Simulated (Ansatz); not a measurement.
Total energies of the cluster CuCl2 (the lowest doublet isomer of a short search) from Ansatz at PBE-D4/def2-TZVP, gas phase (1 Eh = 27.2114 eV = 2625.5 kJ/mol). The reference geometry is relaxed at PBE0-D4/def2-TZVP.

| atom | x (Å) | y (Å) | z (Å) |
| --- | --- | --- | --- |
| Cu1 | 0.000 | 0.000 | 0.000 |
| Cl2 | -0.254 | 2.040 | 0.120 |
| Cl3 | 0.255 | -2.040 | -0.119 |

```json
{"state": "charge 0 doublet", "geometry": "reference", "energy (Eh)": "-2560.40570"}
{"state": "charge 1 triplet", "geometry": "reference", "energy (Eh)": "-2560.02346"}
{"state": "charge 0 quartet", "geometry": "relaxed at PBE0-D4/def2-TZVP", "energy (Eh)": "-2560.26156"}
{"state": "free Cu atom (doublet)", "geometry": "–", "energy (Eh)": "-1640.24447"}
{"state": "free Cl atom (doublet)", "geometry": "–", "energy (Eh)": "-459.95840"}
```

Work out the vertical ionisation energy to the triplet.

E(charge 1 triplet) − E(charge 0 doublet) = -2560.02346 − (-2560.40570) = 0.38224 Eh = 10.40 eV. For comparison, −ε of the highest occupied level of the spin that leaves is 7.07 eV at this level, 3.33 eV less.

Which of the charge 0 states is lowest, and how far above it are the others?

The doublet. quartet: -2560.26156 − (-2560.40570) = 0.14414 Eh = 378.4 kJ/mol.

What is the binding energy per atom against free atoms?

Atoms: 1 × (-1640.24447) + 2 × (-459.95840) = -2560.16127 Eh. Binding: -2560.16127 − (-2560.40570) = 0.24443 Eh = 6.65 eV, or 2.22 eV for each of 3 atoms (no zero-point energy, no counterpoise term).

At PBE-D4/def2-TZVP the gap within one spin of the charge 0 doublet nearly closes, so an electron or hole may be smeared out by delocalisation error. 

The structure comes from a short search, and lower isomers may exist.
